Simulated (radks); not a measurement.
Q: Pd18+, 28 electrons, occupied as [Ar] 3d9 6d1 (not the ground configuration). All-electron calculation, Dirac Kohn-Sham, PBE, spin-unpolarised, spherical densities, point nucleus; open shells are shared between the two j in proportion to 2j + 1. Program: a radial shooting solver on a logarithmic mesh with Libxc functionals. Some entries of the table are withheld. Estimate them.

| orbital | occ. | eigenvalue (hartree) | <r> (bohr) | r(max) (bohr) |
|---|---|---|---|---|
| 1s1/2 | 2 | -907.7538 | (1) | 0.02065 |
| 2s1/2 | 2 | (2) | 0.1377 | 0.1168 |
| 2p1/2 | 2 | -139.9753 | (3) | 0.09042 |
| 2p3/2 | 4 | -134.0948 | (4) | 0.09457 |
| 3s1/2 | 2 | -41.72184 | (5) | 0.3381 |
| 3p1/2 | 2 | (6) | 0.3614 | 0.3240 |
| 3p3/2 | 4 | (7) | 0.3713 | 0.3333 |
| 3d3/2 | 3.6 | -30.60429 | 0.3399 | (8) |
| 3d5/2 | 5.4 | -30.38117 | 0.3430 | (9) |
| 6d3/2 | 0.4 | -5.70605 | 2.293 | 2.477 |
| 6d5/2 | 0.6 | -5.69157 | 2.298 | 2.483 |

A: 
(1) 1s1/2 <r> (bohr): 0.03185
(2) 2s1/2 eigenvalue (hartree): -149.2704
(3) 2p1/2 <r> (bohr): 0.1169
(4) 2p3/2 <r> (bohr): 0.1218
(5) 3s1/2 <r> (bohr): 0.3711
(6) 3p1/2 eigenvalue (hartree): -38.06618
(7) 3p3/2 eigenvalue (hartree): -36.98295
(8) 3d3/2 r(max) (bohr): 0.2739
(9) 3d5/2 r(max) (bohr): 0.2765
